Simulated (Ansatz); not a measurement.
`[SiH3]C1CC1` + NH₃ → `NC1CC1` + SiH₄ at 298.15 K and 1 bar (substitution at a C–Si bond).

Calculated with Ansatz (gas phase, PBE0-D4/def2-TZVP geometries, no zero-point term in ΔE). CCSD(T)/CBS is the MP2 limit (def2-TZVPP, def2-QZVPP) plus CCSD(T) − MP2 in def2-TZVPP, frozen cores. This one scheme is used for every species. One conformer a species, not always the lowest.

| species | CCSD(T)/CBS energy (Eh) | H − E (kJ/mol) | S (J/(mol·K)) |
| --- | --- | --- | --- |
| `[SiH3]C1CC1` | -408.01449 | 270.6 | 305.9 |
| NH₃ | -56.50880 | 100.5 | 192.4 |
| `NC1CC1` | -173.03488 | 274.4 | 278.8 |
| SiH₄ | -291.46306 | 92.1 | 204.8 |

H − E and S are ideal-gas, rigid-rotor, harmonic terms from PBE0-D4/def2-TZVP, for one conformer and one mirror image of each species. 1 Eh = 2625.50 kJ/mol, R = 8.31446 J/(mol·K).

Task: By hand: ΔE, ΔH, ΔS and ΔG.

Result: ΔE = (-173.03488) + (-291.46306) − (-408.01449) − (-56.50880) = 0.02535 Eh = 66.6 kJ/mol. Δ(H − E) = 274.4 + 92.1 − 270.6 − 100.5 = -4.6, so ΔH = 62.0 kJ/mol. ΔS = 278.8 + 204.8 − 305.9 − 192.4 = -14.7 J/(mol·K). ΔG = 62.0 − 298.15 × (-14.7)/1000 = 66.4 kJ/mol.

Task: By hand: the equilibrium constant, and the temperature at which ΔG would vanish if ΔH and ΔS stayed fixed.

Result: log₁₀ K = −ΔG/(RT ln 10) = -11.6. ΔH and −TΔS have one sign here, so there is no such temperature.

The number of gas molecules stays the same, so ΔS is small and ΔH decides. A doubt of 5 kJ/mol in ΔE shifts log₁₀ K by 0.9 here. Other conformers and mirror images would add mixing entropy, several J/(mol·K) or more a flexible species. These are equilibria of isolated gas molecules and say nothing of rates. Largest T1 diagnostic: 0.011 (customary marks: 0.02 for closed shells, 0.045 for open ones).
